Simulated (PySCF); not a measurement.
Molecule: `CNC1CCCCC1`, C₇H₁₅N.

Numbering as in the mapped SMILES `[CH3:1][NH:2][CH:3]1[CH2:4][CH2:5][CH2:6][CH2:7][CH2:8]1`. Each H is labelled by its parent atom. Ha(C4), Ha(C5), Ha(C6), Ha(C7), Ha(C8) are cis to N2 on the ring; Hb(C4), Hb(C5), Hb(C6), Hb(C7), Hb(C8) are trans to N2 on the ring.

Geometry PBE0-D3(BJ)/def2-SVP throughout; GIAO in PySCF, gas phase, one conformer, non-relativistic; equivalent atoms averaged; basis pcSseg-1.

For orientation, B3LYP gives these absolute shieldings σ: C3 116.6, C4/C8 142.3, C1 143.1, C5/C7 150.6, H(C3) 29.43, Hb(C4)/Hb(C8) 29.75, Hb(C6) 29.86, Ha(C6) 30.30, H(N2) 31.62 ppm.

A run gave: C3 124.2, C4/C8 148.7, C1 148.3, C5/C7 156.3, H(C3) 29.42, Hb(C4)/Hb(C8) 29.78, Hb(C6) 29.88, Ha(C6) 30.30, H(N2) 31.59 ppm (absolute shieldings σ).

Problem. Which functional was used in that run?
A. B97-2
B. KT3
C. LC-wPBE
D. CAM-B3LYP
E. PBE

Solution. A. C3 tells them apart best: B97-2 gives 124.2, LC-wPBE gives 132.1, CAM-B3LYP gives 121.6, PBE gives 116.3, KT3 gives 121.3 ppm.
